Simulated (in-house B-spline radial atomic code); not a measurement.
Ionisation energies along the 8-electron series, configuration 1s2 2s2 2p1/2(2) 2p3/2(2), as differences of self-consistent energies. Dirac energy differences include first-order Breit, QED and recoil terms. NIST's values go from ground level to ground level; the uncertainty of those that are theory runs from under 0.1 % in few-electron ions to several per cent in heavy many-electron ones. Computed with an all-electron radial atomic-structure program (B-spline basis): Dirac-Hartree-Fock, jj configuration that fills j = l - 1/2 first, finite nuclei.

A number in brackets counts the electrons of a j subshell.

```tsv
ion	configuration after	ionisation energy (eV)	IE/(q+1)² (eV)	-ε less Coulomb ΔSCF (eV)	Breit and QED recoil part (eV)	tabulated value (eV)	tabulated kind	computed minus tabulated (eV)
Cs47+	[He] 2s2 2p1/2(2) 2p3/2(1)	8477.5	3.6795	2.0906	-7.5145	8484	tabulated theory	-6
Ba48+	[He] 2s2 2p1/2(2) 2p3/2(1)	?	?	?	?	?	tabulated theory	?
La49+	[He] 2s2 2p1/2(2) 2p3/2(1)	9177.7	3.6711	2.0921	-8.4632	9184	tabulated theory	-6
Ce50+	[He] 2s2 2p1/2(2) 2p3/2(1)	?	?	?	?	?	tabulated theory	?
Pr51+	[He] 2s2 2p1/2(2) 2p3/2(1)	9906.3	3.6636	2.0937	-9.4894	9913	tabulated theory	-7
Nd52+	[He] 2s2 2p1/2(2) 2p3/2(1)	10281.2	3.6601	2.0944	-10.032	10288	tabulated theory	-7
```

Task: Fill in the row of Ba48+.

Result: ionisation energy (eV): 8824.1; IE/(q+1)² (eV): 3.6752; -ε less Coulomb ΔSCF (eV): 2.0914; Breit and QED recoil part (eV): -7.9792; tabulated value (eV): 8831; computed minus tabulated (eV): -7.

Task: Fill in the row of Ce50+.

Result: ionisation energy (eV): 9538.4; IE/(q+1)² (eV): 3.6672; -ε less Coulomb ΔSCF (eV): 2.0929; Breit and QED recoil part (eV): -8.9665; tabulated value (eV): 9545; computed minus tabulated (eV): -7.
